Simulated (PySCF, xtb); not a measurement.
Al(H)(Cl)(NMe2) (C2H7AlClN), SMILES C[N](C)[AlH][Cl]. One conformer was computed; it need not be the lowest.

Harmonic wavenumbers (cm⁻¹) from GFN2-xTB (xtb) at its own minimum, in rising order: 72, 100, 210, 215, 256, 288, 338, 440, 524, 609, 703, 983, 1041, 1089, 1126, 1175, 1259, 1403, 1413, 1469, 1475, 1497, 1504, 1876, 2891, 2896, 2918, 2926, 2969, 2982.

Problem. What does B3LYP-D3(BJ)/def2-SVP in PySCF give at its own minimum? (The exact figures need the calculation; the answer reports its results.)

Solution. 89, 127, 205, 246, 264, 301, 366, 464, 514, 635, 704, 1020, 1088, 1112, 1168, 1217, 1311, 1435, 1453, 1461, 1465, 1480, 1502, 1993, 2962, 2969, 3011, 3019, 3091, 3115. Paired by order, the mean absolute difference is 41 cm⁻¹ and the zero-point energies are 55.2 and 56.9 kcal/mol.
